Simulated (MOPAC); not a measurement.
MOPAC input (PM3):

```
PM3 PRECISE GNORM=0.05 LET XYZ UHF MS=0.5 GEO-OK AUX(PRECISION=9) THREADS=1
H4BOSi

O     1.79949900 1   -0.48042500 1    0.23946600 1
B     0.83576600 1    0.38591500 1   -0.07499200 1
Si   -1.15967200 1    0.12365700 1   -0.09746900 1
H     2.70270200 1   -0.14399000 1    0.18307200 1
H    -1.66381200 1   -1.22397000 1    0.28862100 1
H    -1.63008100 1    0.42426200 1   -1.47208100 1
H    -1.74821900 1    1.12633100 1    0.82419400 1
```

Output:

```
 *******************************************************************************
 **                                                                           **
 **                              MOPAC v23.2.5                                **
 **                                                                           **
 *******************************************************************************
 ** MOPAC's Digital Object Identifier: https://doi.org/10.5281/zenodo.6511958 **
 **                                                                           **
 ** Please cite the open-source release paper for use of this MOPAC version:  **
 ** J. E. Moussa and J. J. P. Stewart (2026)                                  **
 ** MOPAC: An open-source semiempirical molecular orbital program             **
 ** J. Open Source Softw., 11(119), 8025, https://doi.org/10.21105/joss.08025 **
 *******************************************************************************

                              PM3 CALCULATION RESULTS

 *******************************************************************************
 *  PM3        - The PM3 Hamiltonian to be used
 *  GEO-OK     - OVERRIDE INTERATOMIC DISTANCE AND OTHER SAFETY CHECKS
 *  UHF        - UNRESTRICTED HARTREE-FOCK CALCULATION
 *  MS=        - IN MECI, MAGNETIC COMPONENT OF SPIN =  0.5
 *  LET        - OVERRIDE SOME SAFETY CHECKS
 *  PRECISE    - TIGHTER CRITERIA TO BE USED
 *  XYZ        - CARTESIAN COORDINATE SYSTEM TO BE USED
 *  GNORM      - EXIT WHEN GRADIENT NORM DROPS BELOW 0.050
 *  AUX        - OUTPUT AUXILIARY INFORMATION
 *******************************************************************************
PM3 PRECISE GNORM=0.05 LET XYZ UHF MS=0.5 GEO-OK AUX(PRECISION=9) THREADS=1
 H4BOSi

   ATOM   CHEMICAL          X               Y               Z
  NUMBER   SYMBOL      (ANGSTROMS)     (ANGSTROMS)     (ANGSTROMS)

     1       O          1.79949900  *  -0.48042500  *   0.23946600  *
     2       B          0.83576600  *   0.38591500  *  -0.07499200  *
     3      Si         -1.15967200  *   0.12365700  *  -0.09746900  *
     4       H          2.70270200  *  -0.14399000  *   0.18307200  *
     5       H         -1.66381200  *  -1.22397000  *   0.28862100  *
     6       H         -1.63008100  *   0.42426200  *  -1.47208100  *
     7       H         -1.74821900  *   1.12633100  *   0.82419400  *

          CARTESIAN COORDINATES

    NO.       ATOM           X           Y           Z

     1         O          1.7995     -0.4804      0.2395
     2         B          0.8358      0.3859     -0.0750
     3        Si         -1.1597      0.1237     -0.0975
     4         H          2.7027     -0.1440      0.1831
     5         H         -1.6638     -1.2240      0.2886
     6         H         -1.6301      0.4243     -1.4721
     7         H         -1.7482      1.1263      0.8242

  H: (PM3): J. J. P. STEWART, J. COMP. CHEM. 10, 209 (1989).
  B: (PM3): J. J. P. STEWART, J. MOL. MOD., 10, 155-164 (2004)
  O: (PM3): J. J. P. STEWART, J. COMP. CHEM. 10, 209 (1989).
 Si: (PM3): J. J. P. STEWART, J. COMP. CHEM. 10, 209 (1989).

           Empirical Formula: H4 O B Si  =     7 atoms

      MOLECULAR POINT GROUP   :   Cs

          UHF CALCULATION, NO. OF ALPHA ELECTRONS =    9
                           NO. OF BETA  ELECTRONS =    8

          Geometry optimization using EF

          DIAGONAL MATRIX USED AS START HESSIAN

 CYCLE:     1  GRAD.:    61.622 HEAT: -30.86762
 CYCLE:     2  GRAD.:   196.109 HEAT: -29.83473
 CYCLE:     3  GRAD.:   243.418 HEAT: -23.33780
 CYCLE:     4  GRAD.:   186.126 HEAT: -21.84349
 CYCLE:     5  GRAD.:    82.434 HEAT: -33.50068
 CYCLE:     6  GRAD.:    64.352 HEAT: -35.55852
 CYCLE:     7  GRAD.:    40.961 HEAT: -36.81902
 CYCLE:     8  GRAD.:    11.217 HEAT: -37.41748
 CYCLE:     9  GRAD.:    10.927 HEAT: -37.73636
 CYCLE:    10  GRAD.:    25.981 HEAT: -38.12435
 CYCLE:    11  GRAD.:     9.462 HEAT: -38.39159
 CYCLE:    12  GRAD.:     5.942 HEAT: -38.58227
 CYCLE:    13  GRAD.:    11.188 HEAT: -38.67551
 CYCLE:    14  GRAD.:     6.522 HEAT: -38.77667
 CYCLE:    15  GRAD.:     6.385 HEAT: -38.89115
 CYCLE:    16  GRAD.:     3.962 HEAT: -38.93750
 CYCLE:    17  GRAD.:     2.275 HEAT: -38.96588
 CYCLE:    18  GRAD.:     2.805 HEAT: -38.98403
 CYCLE:    19  GRAD.:     2.682 HEAT: -38.98943
 CYCLE:    20  GRAD.:     1.489 HEAT: -38.99444
 CYCLE:    21  GRAD.:     0.797 HEAT: -38.99512
 CYCLE:    22  GRAD.:     0.245 HEAT: -38.99548
 CYCLE:    23  GRAD.:     0.078 HEAT: -38.99554
 CYCLE:    24  GRAD.:     0.073 HEAT: -38.99557
 CYCLE:    25  GRAD.:     0.047 HEAT: -38.99559

     GRADIENT =  0.04661 IS LESS THAN CUTOFF =  0.05000

 -------------------------------------------------------------------------------
 PM3 PRECISE GNORM=0.05 LET XYZ UHF MS=0.5 GEO-OK AUX(PRECISION=9) THREADS=1
 H4BOSi

     GEOMETRY OPTIMISED USING EIGENVECTOR FOLLOWING (EF).
     SCF FIELD WAS ACHIEVED

                              PM3 CALCULATION
                                                       MOPAC v23.2.5 Linux

          FINAL HEAT OF FORMATION =        -38.99559 KCAL/MOL =    -163.15756 KJ/MOL

          COSMO AREA              =        102.83 SQUARE ANGSTROMS
          COSMO VOLUME            =         88.71 CUBIC ANGSTROMS

          GRADIENT NORM           =          0.04661          =       0.01762 PER ATOM
          IONIZATION POTENTIAL    =          8.096419 EV
          ALPHA SOMO LUMO (EV)    =         -8.096  0.644
          BETA  SOMO LUMO (EV)    =        -11.557  0.814
          NO. OF ALPHA ELECTRONS  =          9
          NO. OF BETA  ELECTRONS  =          8
          MOLECULAR WEIGHT        =         58.9265         POINT GROUP:  Cs

          MOLECULAR DIMENSIONS (Angstroms)

            Atom       Atom       Distance
            H     5    H     4     4.49412
            O     1    H     7     2.59907
            H     6    H     7     2.16012

          SCF CALCULATIONS        =         26

   ATOM   CHEMICAL          X               Y               Z
  NUMBER   SYMBOL      (ANGSTROMS)     (ANGSTROMS)     (ANGSTROMS)

     1       O          1.81317865  *  -0.40339630  *   0.21661909  *
     2       B          0.62405268  *   0.09204153  *   0.00396535  *
     3      Si         -1.06957751  *   0.13662376  *  -0.09679846  *
     4       H          2.52827496  *   0.20497496  *   0.06740428  *
     5       H         -1.75312288  *  -1.14757646  *   0.26066945  *
     6       H         -1.41548156  *   0.49857597  *  -1.50721792  *
     7       H         -1.53582127  *   1.21373054  *   0.83185661  *

                             CARTESIAN COORDINATES

   1    O        1.813178649    -0.403396299     0.216619088
   2    B        0.624052684     0.092041534     0.003965347
   3   Si       -1.069577508     0.136623765    -0.096798459
   4    H        2.528274964     0.204974962     0.067404278
   5    H       -1.753122876    -1.147576456     0.260669454
   6    H       -1.415481563     0.498575968    -1.507217917
   7    H       -1.535821268     1.213730544     0.831856607

           Empirical Formula: H4 O B Si  =     7 atoms

      MOLECULAR POINT GROUP   :   Cs

          ALPHA EIGENVALUES
 -38.58414 -20.55922 -18.04953 -16.02400 -14.49263 -12.66328 -12.01794 -11.59277
  -8.09642   0.64381   1.45530   1.98984   2.19180   2.91486   4.22402   6.31682

           BETA EIGENVALUES
 -38.47466 -20.22248 -17.44128 -15.36664 -14.44593 -12.28311 -11.56009 -11.55701
   0.81407   1.69600   1.78154   2.18993   3.17852   3.32489   4.71563   6.67629

              NET ATOMIC CHARGES AND DIPOLE CONTRIBUTIONS

  ATOM NO.   TYPE          CHARGE      No. of ELECS.   s-Pop       p-Pop
    1          O          -0.108191        6.1082     1.67944     4.42875
    2          B          -0.377225        3.3772     1.14280     2.23442
    3         Si           0.486728        3.5133     0.86027     2.65300
    4          H           0.179796        0.8202     0.82020
    5          H          -0.079357        1.0794     1.07936
    6          H          -0.050875        1.0509     1.05088
    7          H          -0.050875        1.0509     1.05088
 DIPOLE           X         Y         Z       TOTAL
 POINT-CHG.    -1.001     0.558    -0.222     1.167
 HYBRID         1.624    -0.263     0.164     1.654
 SUM            0.624     0.296    -0.058     0.693

          ATOMIC ORBITAL ELECTRON POPULATIONS

     Atom    s        px        py        pz
    1  O   1.67944   1.28187   1.50537   1.64151
    2  B   1.14280   0.86530   0.92391   0.44521
    3 Si   0.86027   0.82899   0.90804   0.91598
    4  H   0.82020
    5  H   1.07936
    6  H   1.05088
    7  H   1.05088

                    (SZ)    =    0.500000
                    (S**2)  =    0.762381

          ATOMIC ORBITAL SPIN POPULATIONS

    Atom   Total    s     px     py     pz
         Atomic
    1  O -0.0082  0.011 -0.014  0.016 -0.021
    2  B  0.9000  0.072  0.069  0.678  0.081
    3 Si -0.1389 -0.018 -0.036 -0.061 -0.024
    4  H  0.0792  0.079
    5  H  0.1180  0.118
    6  H  0.0249  0.025
    7  H  0.0249  0.025

 **********************
 *                    *
 * JOB ENDED NORMALLY *
 *                    *
 **********************

 == MOPAC DONE ==
```

The geometry given is a B3LYP-D3(BJ)/def2-TZVP minimum.
